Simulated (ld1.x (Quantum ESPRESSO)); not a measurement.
## Configuration tests for gadolinium (TM)

* Element: Gd (Z = 64)
* Generator: ld1.x (Quantum ESPRESSO) 7.5
* Type: norm-conserving Troullier–Martins (Kleinman–Bylander form)
* Functional: PBEsol
* Relativity: scalar-relativistic
* Frozen core: [Kr] 4d10
* Valence charge: 18
* Reference configuration: 4f8 5s2 5p6 5d0 6s2 6p0
* Partial waves: 5s (bound): rc 1.95 bohr; 5p (bound): rc 2.45 bohr; 4f (bound): rc 1.10 bohr; 5d (bound, empty): rc 2.90 bohr
* Local potential: the d channel
* Core correction: a·sin(br)/r model core inside 1.10 bohr

Occupied shells without a wave of their own: 6s. They enter only through the test configuration that unscreens the potential, and ld1.x also counts them in the model core charge.

Energies are relative to the spin-unpolarised reference configuration 4f8 5s2 5p6 5d0 6s2 6p0; without spin polarisation the order of configurations can differ from experiment.

ld1.x takes every shell without a wave as core, so the model core holds the 6s electrons as well and exchange and correlation see them twice. This cancels in the reference configuration, but the file is broken for other ones, and its errors say nothing about a proper core correction.

```tsv
valence configuration	charge	ΔE all-electron (eV)	error AE − PS (meV)
4f7 5s2 5p6 5d1 6s2 6p0	0	3.794	-211
4f7 5s2 5p6 5d1 6s1 6p0	+1	10.467	+334
4f7 5s2 5p6 5d1 6s0 6p0	+2	22.513	+853
4f6 5s2 5p6 5d2 6s2 6p0	0	12.716	-1055
4f7 5s2 5p6 5d1 6s0 6p1	+1	14.064	+1267
4f7 5s2 5p6 5d2 6s0 6p0	+1	11.555	+617
4f7 5s2 5p6 5d0 6s2 6p1	0	5.642	-72
```

Note: ghost state, extra bound levels that the all-electron valence spectrum of the same l lacks: s at -3122.9 eV. A true bound ghost makes a file unfit for plane-wave use. The potential misses its own reference levels by up to 0.4 eV.
